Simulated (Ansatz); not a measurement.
Geometry optimisation, UKS PBE/def2-SVP in Ansatz 0.2.0.

input.yaml

```yaml
crystal:
  periodic: [false, false, false]
  atoms:
    - { symbol: Mg, position_ang: [-0.567661, -1.007332, -0.917446] }
    - { symbol: C, position_ang: [-0.475167, 0.157798, 0.896234] }
    - { symbol: Cl, position_ang: [-0.950884, -2.289756, -2.689737] }
    - { symbol: H, position_ang: [1.457686, 1.028769, -0.158285] }
    - { symbol: F, position_ang: [1.995582, 1.020819, -0.905151] }
    - { symbol: H, position_ang: [0.506464, 0.114606, 1.429557] }
    - { symbol: H, position_ang: [-1.22303, -0.250238, 1.609719] }
    - { symbol: H, position_ang: [-0.74309, 1.225334, 0.735109] }
magnetization:
  spin_polarized: true
basis:
  gaussian: { orbitals: def2-SVP }
hamiltonian:
  xc: pbe
relax:
  f_tol: 0.03
  max_steps: 50
```

Launched with:

```bash
$ ansatz run input.yaml --threads 2 --pin off --max-ram 3072MiB --backend cpu --events-out ev --progress --plain --runs-dir out
```

**Question.** Where does it end, and by what steps?

**Answer.** The run converged. The force dipped under the threshold on the way, but the program's further checks kept it going. After 22 steps the energy has fallen by 2.064 eV; Mg1 moved furthest, 1.18 Å. Parted: H4–F5 (0.92 → 2.43 Å). Joined: Mg1–F5 (3.27 → 1.78 Å), C2–H4 (2.37 → 1.11 Å).

| step | energy less start (eV) | largest force component (eV/Å) | accepted |
| --- | --- | --- | --- |
| 0 | 0.0000 | 0.929 | yes |
| 1 | -0.1135 | 0.377 | yes |
| 2 | -0.2277 | 0.700 | yes |
| 3 | -0.3884 | 0.210 | yes |
| 4 | -0.4375 | 0.693 | yes |
| 5 | -0.4665 | 0.643 | yes |
| 6 | -0.5255 | 0.337 | yes |
| 7 | -0.5643 | 0.360 | yes |
| 8 | -0.6966 | 0.760 | yes |
| 9 | -0.8704 | 1.230 | yes |
| 10 | -1.1547 | 1.464 | yes |
| 11 | -1.5118 | 1.261 | yes |
| 12 | -1.7253 | 2.847 | yes |
| 13 | -1.8961 | 1.210 | yes |
| 14 | -1.9800 | 0.785 | yes |
| 15 | -2.0376 | 0.393 | yes |
| 16 | -2.0529 | 0.169 | yes |
| 17 | -2.0597 | 0.161 | yes |
| 18 | -2.0624 | 0.051 | yes |
| 19 | -2.0632 | 0.026 | yes |
| 20 | -2.0637 | 0.018 | yes |
| 21 | -2.0641 | 0.061 | yes |
| 22 | -2.0643 | 0.020 | yes |

```xyz
8
Properties=species:S:1:pos:R:3
Mg 0.373 -0.532 -1.442
C -0.182 0.398 0.966
Cl -1.374 -1.793 -1.948
H 0.854 0.591 0.611
F 1.938 0.305 -1.547
H -0.212 0.656 2.041
H -0.484 -0.668 0.883
H -0.912 1.043 0.436
```

Run time: 26 s on 2 threads of AMD EPYC 9R45 (Zen 5), on a shared host, peak memory 0.19 GiB.
